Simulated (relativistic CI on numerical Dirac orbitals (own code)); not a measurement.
**d5 in a ligand field**

Computed with a parametric ligand-field model of a d^n configuration (Racah B and C, spin-orbit zeta, crystal field), exact diagonalisation.

Field parameters in Wybourne normalisation: Oh B⁴₀ = 21Dq, B⁴₄ = √(5/14) B⁴₀. The field is a parameter set, without covalency, and values of 10Dq over about 45,000 cm⁻¹ lie beyond real compounds.

B = 1060 cm⁻¹, C = 4390 cm⁻¹ (C/B = 4.14), Oh, no spin-orbit coupling. Tanabe-Sugano data, E/B above the lowest term (Δ = |10Dq|; b, c mark the second and third term of a kind):

| Δ/B | 6A1 | 4T1 | 4T2 | 4T1(b) | 2T2 | 2A2 |
| --- | --- | --- | --- | --- | --- | --- |
| 1.0 | 0.00 | 30.55 | 30.69 | 36.14 | 43.95 | 44.02 |
| 3.0 | 0.00 | 29.51 | 30.51 | 37.10 | 42.50 | 43.24 |
| 5.0 | 0.00 | 27.99 | 30.14 | 38.45 | 39.87 | 41.95 |
| 7.0 | 0.00 | 26.28 | 29.54 | 39.89 | 36.66 | 40.40 |
| 9.0 | 0.00 | 24.47 | 28.69 | 41.28 | 33.20 | 38.70 |
| 11.0 | 0.00 | 22.62 | 27.58 | 42.56 | 29.61 | 36.91 |
| 13.0 | 0.00 | 20.73 | 26.26 | 43.68 | 25.94 | 35.08 |
| 15.0 | 0.00 | 18.82 | 24.78 | 44.59 | 22.21 | 33.21 |
| 17.0 | 0.00 | 16.90 | 23.18 | 45.32 | 18.45 | 31.31 |
| 19.0 | 0.00 | 14.97 | 21.49 | 45.87 | 14.67 | 29.39 |
| 21.0 | 0.00 | 13.02 | 19.74 | 46.28 | 10.86 | 27.46 |
| 23.0 | 0.00 | 11.07 | 17.94 | 46.59 | 7.02 | 25.52 |
| 25.0 | 0.00 | 9.12 | 16.11 | 46.83 | 3.18 | 23.58 |
| 27.0 | 0.68 | 7.84 | 14.93 | 47.69 | 0.00 | 22.30 |
| 29.0 | 4.55 | 9.75 | 16.92 | 51.71 | 0.00 | 24.22 |
| 31.0 | 8.44 | 11.66 | 18.91 | 55.70 | 0.00 | 26.13 |
| 33.0 | 12.33 | 13.58 | 20.89 | 59.69 | 0.00 | 28.06 |
| 35.0 | 16.23 | 15.50 | 22.87 | 63.66 | 0.00 | 29.98 |
| 37.0 | 20.13 | 17.44 | 24.85 | 67.63 | 0.00 | 31.91 |
| 39.0 | 24.05 | 19.37 | 26.82 | 71.60 | 0.00 | 33.85 |
| 41.0 | 27.97 | 21.31 | 28.80 | 75.56 | 0.00 | 35.79 |
| 43.0 | 31.89 | 23.25 | 30.77 | 79.52 | 0.00 | 37.73 |
| 45.0 | 35.82 | 25.20 | 32.75 | 83.48 | 0.00 | 39.68 |
| 47.0 | 39.75 | 27.15 | 34.72 | 87.45 | 0.00 | 41.63 |

The ground term changes from 6A1 to 2T2 between Δ/B = 25.0 and 27.0.
